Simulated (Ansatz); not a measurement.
Start from `CCSCS` and change one atom or group to get `CCSS[SiH3]`.

Ansatz, PBE0-D4/def2-TZVP geometries, multiplicity 1. Each molecule was computed in one conformer, which needn't be the lowest.

```
                                        property  `CCSCS`
size of the dipole moment (B3LYP/def2-TZVPP) / D     2.36
               LUMO energy (PBE/def2-TZVPP) / eV    -0.68
             HOMO–LUMO gap (PBE/def2-TZVPP) / eV     4.58
              HOMO energy (PBE0/def2-TZVPP) / eV    -6.49
              LUMO energy (PBE0/def2-TZVPP) / eV     0.28
  size of the dipole moment (PBE/def2-TZVPP) / D     2.34
```

Question: What does the change do to each property? (An estimate is asked.)

Answer: Computed: 
```json
{"property": "size of the dipole moment (B3LYP/def2-TZVPP) / D", "`CCSS[SiH3]`": "1.73", "shift": "-0.63"}
{"property": "LUMO energy (PBE/def2-TZVPP) / eV", "`CCSS[SiH3]`": "-1.78", "shift": "-1.10"}
{"property": "HOMO–LUMO gap (PBE/def2-TZVPP) / eV", "`CCSS[SiH3]`": "3.82", "shift": "-0.76"}
{"property": "HOMO energy (PBE0/def2-TZVPP) / eV", "`CCSS[SiH3]`": "-6.77", "shift": "-0.28"}
{"property": "LUMO energy (PBE0/def2-TZVPP) / eV", "`CCSS[SiH3]`": "-0.79", "shift": "-1.07"}
{"property": "size of the dipole moment (PBE/def2-TZVPP) / D", "`CCSS[SiH3]`": "1.73", "shift": "-0.61"}
```

With PBE0 the HOMO falls by 0.28 eV and the LUMO falls by 1.07 eV, so the gap narrows by about 0.79 eV. PBE moves the HOMO by -0.34 eV and ωB97M-V by -0.19 eV. Dipoles are sizes alone; their direction can turn.

B3LYP here is the variant with VWN-RPA as its local correlation; programs differ in this.
